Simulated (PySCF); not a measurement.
Gas-phase reaction: In(CH₃)₂NH₂ + 2 H₂ = InH₃ + C₂H₆ + NH₃

Computed with PySCF and rigid-rotor harmonic-oscillator thermochemistry at 1 bar. † marks an energy on the PBE0/def2-TZVP geometry and frequencies. MP2 and CCSD(T) freeze the core. All species are closed-shell singlets. In: scalar-relativistic def2 core potential, no spin-orbit coupling. Methyl groups turn as free rotors in In(CH₃)₂NH₂. In(CH₃)₂NH₂, InH₃: computed as isolated molecules; such fragments, hydroxides, amides, oligomers or adducts are transient or little studied in the gas. MP2 isn't extrapolated to the basis-set limit; its ΔH°(298 K) is -7.7 kJ in def2-SVP and 35.8 kJ in def2-TZVPP. CCSD(T) isn't extrapolated to the basis-set limit. The harmonic model lacks anharmonicity and excited electronic states, which grow with temperature; levels with a mode under 35 cm⁻¹ are left out. Internal rotation in C₂H₆ is treated as a harmonic vibration of one conformer, which makes the entropy rough. Soft modes under 120 cm⁻¹ make the harmonic entropy rough for In(CH₃)₂NH₂.

```tsv
level	ΔE electronic, kJ	ΔH°(298 K), kJ	ΔS°(298 K), J/K	ΔG°(1000 K), kJ
BLYP/def2-TZVP†	-17	3	10	10
CCSD(T)/def2-SVP†	-45	-25	10	-17
HF/def2-TZVP†	-74	-54	10	-47
MP2/def2-SVP†	-27	-8	10	0
MP2/def2-TZVPP†	16	36	10	44
PBE0/def2-SVP†	-52	-32	10	-24
LDA/def2-TZVP†	-21	-1	10	7
ωB97X-V/def2-TZVP†	-23	-3	10	5
```
ΔH° is lowest at HF/def2-TZVP† and highest at MP2/def2-TZVPP†. No reference value is set beside these.
